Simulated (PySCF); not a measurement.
C3H6, SMILES C1CC1. Atoms are numbered in the order given.

```xyz
9

C      0.8643     0.0000     0.0000
C     -0.4322    -0.7485     0.0000
C     -0.4322     0.7485     0.0000
H      1.4516     0.0000     0.9097
H      1.4516     0.0000    -0.9097
H     -0.7258    -1.2571    -0.9097
H     -0.7258    -1.2571     0.9097
H     -0.7258     1.2571     0.9097
H     -0.7258     1.2571    -0.9097
```

Coordinates come from a PBE0-D3(BJ)/def2-TZVP optimisation.

Method: PBE/pcJ-1 in PySCF.

Isotropic couplings with Fermi-contact, spin-dipole and both spin-orbit terms, one fixed conformer, no vibrational averaging. Isotopes: 13C, 1H.

Question: Estimate the spin–spin coupling constants. (The exact figures need the calculation; the answer reports its results.)

Answer: 
| pair | bonds apart | J (Hz) |
|---|---|---|
| C1–C2 | 1 | 10.9 |
| C1–C3 | 1 | 10.9 |
| C1–H4 | 1 | 154.6 |
| C1–H5 | 1 | 154.6 |
| C2–C3 | 1 | 10.9 |
| C2–H6 | 1 | 154.6 |
| C2–H7 | 1 | 154.6 |
| C3–H8 | 1 | 154.6 |
| C3–H9 | 1 | 154.6 |
| C1–H6 | 2 | -1.7 |
| C1–H7 | 2 | -1.7 |
| C1–H8 | 2 | -1.7 |
| C1–H9 | 2 | -1.7 |
| C2–H4 | 2 | -1.7 |
| C2–H5 | 2 | -1.7 |
| C2–H8 | 2 | -1.7 |
| C2–H9 | 2 | -1.7 |
| C3–H4 | 2 | -1.7 |
| C3–H5 | 2 | -1.7 |
| C3–H6 | 2 | -1.7 |
| C3–H7 | 2 | -1.7 |
| H4–H5 | 2 | -4.5 |
| H6–H7 | 2 | -4.5 |
| H8–H9 | 2 | -4.5 |
| H4–H6 | 3 | 5.7 |
| H4–H7 | 3 | 9.6 |
| H4–H8 | 3 | 9.6 |
| H4–H9 | 3 | 5.7 |
| H5–H6 | 3 | 9.6 |
| H5–H7 | 3 | 5.7 |
| H5–H8 | 3 | 5.7 |
| H5–H9 | 3 | 9.6 |
| H6–H8 | 3 | 5.7 |
| H6–H9 | 3 | 9.6 |
| H7–H8 | 3 | 9.6 |
| H7–H9 | 3 | 5.7 |
